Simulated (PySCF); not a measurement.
Species: C₄H₁₂Si₂.
Cartesian coordinates in Å at the GFN2-xTB level; atoms count from 1:
```
atom  x, y, z in Å
C1     2.2169    1.2547    1.8988
C2     1.5867    1.2299    0.7358
Si3    1.1367   -0.3283   -0.2164
C4    -0.7452   -0.6428   -0.1072
C5    -1.1317   -1.8531   -0.9582
Si6   -1.8072    0.8732   -0.5596
H7     2.5334    0.3478    2.3887
H8     2.4498    2.1720    2.4190
H9     1.2984    2.1752    0.2906
H10    1.8582   -1.4820    0.3425
H11    1.5289   -0.1561   -1.6233
H12   -0.9708   -0.8881    0.9370
H13   -0.5604   -2.7348   -0.6698
H14   -0.9370   -1.6609   -2.0117
H15   -2.1906   -2.0876   -0.8503
H16   -1.4564    1.3522   -1.8989
H17   -1.5936    1.9378    0.4225
H18   -3.2250    0.4972   -0.5512
```

Method: TDDFT wB97X-D/def2-SVPD, vertical, gas phase, core orbitals frozen in the response in PySCF 2.14.0, density-fitted response routines.

Ground-to-excited transition dipoles (e·a0, same axes as the geometry; the sign carries no meaning), for the states with f of 0.002 or more among the lowest 7:

```csv
state,E (hartree),μx,μy,μz
S1,0.2471,-0.257,-0.048,-0.117
S2,0.2610,0.946,0.393,1.080
S3,0.2800,-0.044,-0.259,-0.661
S4,0.2812,0.235,0.272,0.167
S5,0.2878,0.175,-0.045,0.145
S6,0.2953,0.600,-0.008,0.144
S7,0.3041,0.041,0.063,0.274
```

What oscillator strength does each state have?

f = (2/3) ΔE |μ|² with ΔE in hartree (27.2114 eV).

```json
{"state": "S1", "|μ|² (au)": "0.082", "|μ| (D)": "0.73", "f": "0.014"}
{"state": "S2", "|μ|² (au)": "2.216", "|μ| (D)": "3.78", "f": "0.386"}
{"state": "S3", "|μ|² (au)": "0.506", "|μ| (D)": "1.81", "f": "0.094"}
{"state": "S4", "|μ|² (au)": "0.157", "|μ| (D)": "1.01", "f": "0.029"}
{"state": "S5", "|μ|² (au)": "0.054", "|μ| (D)": "0.59", "f": "0.010"}
{"state": "S6", "|μ|² (au)": "0.381", "|μ| (D)": "1.57", "f": "0.075"}
{"state": "S7", "|μ|² (au)": "0.081", "|μ| (D)": "0.72", "f": "0.016"}
```

Which bond between heavy atoms lies closest to the direction of the S2 transition dipole?

C1–C2, at 19° from it; next C4–C5 at 39°.

What angle do the transition dipoles of S2 and S4 make?

|cos θ| = |μa·μb| / (|μa| |μb|) = 0.86, so θ ≈ 30° (taken between 0 and 90°, since the signs are arbitrary).

How is the summed strength of these states shared among x, y and z?

(2/3) Σ ΔE μα² gives 0.254 for x, 0.055 for y and 0.315 for z, 0.624 in all.

What peak molar absorption coefficient would the strongest computed level give as a lone Gaussian band 0.3 eV wide at half height?

ε(max) = 2.175×10⁸ f / FWHM, with the width in cm⁻¹. S2: 2.175×10⁸ × 0.3856 / 2420 ≈ 35000 L mol⁻¹ cm⁻¹.

The run took 76 s on one thread of an Arm Neoverse V1, no GPU, shared host with 32 logical CPUs at a one-minute load of 29, and the process peaked at 0.97 GiB of memory.

One conformer stands for the species.
